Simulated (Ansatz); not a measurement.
Energy needed to pull apart BH$_{3}$SeO (SMILES B[Se]O), singlet, into free ground-state atoms, from the structure below (displaced at random from a GFN2-xTB minimum); no zero-point or spin–orbit terms; open-shell atoms are treated unrestricted, in their ground-state multiplicity.

```
atom    x (Å)    y (Å)    z (Å)
  B1  -0.8998  -0.0999  -0.5508
 Se2   0.4170  -1.1470   0.1830
  O3   1.2828   0.0101   1.2873
  H4  -1.6433  -0.6204  -1.3987
  H5  -0.9436   1.0171  -0.2902
  H6   1.7557   0.7041   0.8348
```

Computed with Ansatz 0.2.0 (basis: def2-TZVPP); correlated methods freeze the cores. Filled d shells of the heavier atoms are correlated. The def2 sets are not built for correlating such inner shells, so the correlated values are less sure here. B3LYP uses VWN-RPA correlation.

| method | atomization energy (eV) |
| --- | --- |
| PBE-D4 | 19.91 |
| r2SCAN-D4 | 19.52 |
| PBE0-D4 | ? |
| B3LYP-D4 | ? |
| wB97X-V | 19.36 |
| wB97M-V | 19.34 |
| HF | 13.12 |
| MP2 | 19.15 |
| CCSD | 18.36 |
| CCSD(T) | 18.75 |

**Question.** What does PBE0-D4 give? (To be estimated.)

**Answer.** By the calculation: 19.29 eV, which is about 0.54 eV more than CCSD(T)/def2-TZVPP.

**Question.** What does B3LYP-D4 give? (To be estimated.)

**Answer.** Computed: 19.38 eV, which is about 0.63 eV more than CCSD(T)/def2-TZVPP.

In triple zeta the MP2 and coupled-cluster atomization energies are still short of their basis limit by a few kcal/mol a bond, whereas those of the functionals are nearly converged, so these differences are not deviations from converged CCSD(T).

T1 diagnostic: at most 0.015.

For scale, one of the runs: CCSD(T)/def2-TZVPP forces, 152 basis functions (an equivalent command: `ansatz run in.yaml --threads 4`). Time: 99 s of wall clock on 4 CPU threads; the host was shared. Peak host memory: 1.9 GiB.
